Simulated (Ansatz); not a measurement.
C2H7BO2 can be A, `COB(C)O`, or B, `CB(O)CO`.

Isolated molecules relaxed with PBE0-D4/def2-TZVP in Ansatz; ΔE leaves out vibrations. CCSD(T)/CBS is the MP2 limit (def2-TZVPP, def2-QZVPP) plus CCSD(T) − MP2 in def2-TZVPP, frozen cores. Functionals use def2-TZVPP. One conformer a species, not always the lowest.

Question: Which isomer does CCSD(T)/CBS put lower? Give the gap. (Best estimate.)

Answer: The calculation gave: A, by 33.6 kcal/mol.

Question: Give E(B) − E(A) in kcal/mol with CCSD/def2-TZVPP, PBE0-D4, PBE-D4, CCSD(T)/def2-TZVPP, MP2/def2-TZVPP, B2PLYP, HF/def2-TZVPP. (Estimate.)

Answer: Computed: CCSD/def2-TZVPP 34.2, PBE0-D4 32.7, PBE-D4 32.0, CCSD(T)/def2-TZVPP 34.0, MP2/def2-TZVPP 34.4, B2PLYP 34.5, HF/def2-TZVPP 36.7. None reverses the order clearly.

Largest T1 diagnostic: 0.012.

In def2-TZVPP, CCSD(T) changes the Hartree–Fock value by −2.7 kcal/mol (the triples alone add −0.2 kcal/mol) and MP2 by −2.3 kcal/mol.
